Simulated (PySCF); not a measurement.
CH8FNSi2, SMILES N[SiH2][SiH2]CF.

Coordinates come from a PBE0-D3(BJ)/def2-SVP optimisation. This is a generated structure with no PubChem entry under its InChIKey; it may be hypothetical. The values are those of a single conformer.

All values below come from TDDFT-PBE0/def2-SVPD (PySCF 2.14.0).

Vertical excitations. The molecule is in vacuum.

```json
[
 {"state": "S1", "energy (eV)": "5.41", "λ (nm)": "229", "f": "0.027", "main pairs": "HOMO→LUMO 97 %"},
 {"state": "S2", "energy (eV)": "6.15", "λ (nm)": "202", "f": "0.015", "main pairs": "HOMO→LUMO+1 92 %"},
 {"state": "S3", "energy (eV)": "6.44", "λ (nm)": "192", "f": "0.074", "main pairs": "HOMO→LUMO+2 86 %"},
 {"state": "S4", "energy (eV)": "6.84", "λ (nm)": "181", "f": "0.053", "main pairs": "HOMO→LUMO+3 84 %"},
 {"state": "S5", "energy (eV)": "7.09", "λ (nm)": "175", "f": "0.171", "main pairs": "HOMO−1→LUMO 75 %"},
 {"state": "S6", "energy (eV)": "7.24", "λ (nm)": "171", "f": "0.012", "main pairs": "HOMO→LUMO+4 70 %, HOMO−1→LUMO 12 %"},
 {"state": "S7", "energy (eV)": "7.27", "λ (nm)": "171", "f": "0.018", "main pairs": "HOMO→LUMO+5 68 %, HOMO→LUMO+4 14 %"},
 {"state": "S8", "energy (eV)": "7.51", "λ (nm)": "165", "f": "0.016", "main pairs": "HOMO→LUMO+6 68 %, HOMO−2→LUMO 17 %"},
 {"state": "S9", "energy (eV)": "7.57", "λ (nm)": "164", "f": "0.013", "main pairs": "HOMO−2→LUMO 30 %, HOMO−1→LUMO+1 28 %, HOMO→LUMO+6 12 %, HOMO−1→LUMO+2 12 %"},
 {"state": "S10", "energy (eV)": "7.63", "λ (nm)": "163", "f": "0.012", "main pairs": "HOMO→LUMO+7 69 %, HOMO−1→LUMO+1 10 %"},
 {"state": "T1", "energy (eV)": "4.89", "λ (nm)": "254", "f": "0", "main pairs": "HOMO→LUMO 94 %"},
 {"state": "T2", "energy (eV)": "5.51", "λ (nm)": "225", "f": "0", "main pairs": "HOMO→LUMO+1 88 %"},
 {"state": "T3", "energy (eV)": "5.94", "λ (nm)": "209", "f": "0", "main pairs": "HOMO→LUMO+2 87 %"},
 {"state": "T4", "energy (eV)": "6.46", "λ (nm)": "192", "f": "0", "main pairs": "HOMO−1→LUMO 51 %, HOMO→LUMO+3 15 %, HOMO→LUMO+5 15 %"}
]
```
Triplets are in the Tamm–Dancoff approximation, which puts them higher than full response would, so one can lie above its singlet here.
